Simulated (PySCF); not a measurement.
# SrF⁻: energy against distance

Set-up: PySCF, scalar-relativistic core potentials, basis sets Sr def2-SVPD with ECP28, F def2-SVPD. Energies in eV from Sr + F⁻ in their ground configurations at the same level. State: ¹Σ⁺ (singlet), closed shell.

```tsv
R (Å)	r²SCANh	PBEsol
1.877	-2.338	-2.345
1.964	-2.799	-2.772
2.051	-3.042	-2.991
2.116	-3.124	-3.059
2.182	-3.144	-3.068
2.248	-3.117	-3.034
2.335	-3.034	-2.943
2.444	-2.878	-2.785
2.575	-2.656	-2.563
2.749	-2.343	-2.258
```

Question: Put a parabola through the three lowest points of the r²SCANh curve and estimate Re, k and ωe (reduced mass 15.62 u; 1 eV/Å² = 0.16022 mdyn/Å; ωe = 1302.8·√(k/μ) cm⁻¹).

Answer: Through R = 2.116, 2.182, 2.248 Å the second-order coefficient is 5.39 eV/Å², so Re ≈ 2.177 Å, k ≈ 1.73 mdyn/Å and ωe ≈ 433 cm⁻¹. A polynomial fit of higher order to the unrounded r²SCANh energies gives Re = 2.174 Å, k = 1.76 mdyn/Å, ωe = 438 cm⁻¹; anharmonicity and rounding make the difference.

The higher-order fit for each curve: r²SCANh: Re = 2.174 Å, ωe = 438 cm⁻¹, De = 3.14 eV; PBEsol: Re = 2.161 Å, ωe = 438 cm⁻¹, De = 3.07 eV.

For an ion De counts to the pair picked by the measured ionisation energies or electron affinities, which need not be the lowest pair at this level. The highest Kohn–Sham level is positive in this anion. Much of that is self-interaction error, but it also means that the finite basis helps to hold the extra electron.
